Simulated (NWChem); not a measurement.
A series in which one site is exchanged, each optimised at PBE0/def2-SVP with NWChem, gas phase unless a solvent is named. This build's default masses of Se (78.918 u) and Br (79.917 u) are each other's, which moves their modes by up to 0.6 %. Some are not confirmed as minima by frequencies. def2 effective core potentials on Zr, Sn; no spin-orbit coupling.

A: [Br][SnH2][Br] (SnH₂Br₂; site = Sn)
B: [ZrH2]([Br])[Br] (ZrH2Br2; site = Zr)
C: [TiH2]([Br])[Br] (TiH₂Br₂; site = Ti)
D: Br[SiH2]Br (SiH$_{2}$Br$_{2}$; site = Si)

```csv
quantity,A,B,C,D
"dipole (D), PBE0/def2-SVP",[?],0.17,0.03,1.21
"orbital gap (eV), PBE0/def2-SVP",[?],5.98,5.71,8.09
"static polarisability, PBE/def2-SVPD (bohr³)",[?],94.7,88.7,72.8
"lowest singlet excitation, PBE/def2-SVPD, TDA (eV)",[?],3.73,3.14,5.74
```

### Question
Some entries are withheld; supply them.

### Answer

- dipole (D), PBE0/def2-SVP, A: 2.39
- orbital gap (eV), PBE0/def2-SVP, A: 6.61
- static polarisability, PBE/def2-SVPD (bohr³), A: 88.8
- lowest singlet excitation, PBE/def2-SVPD, TDA (eV), A: 4.58
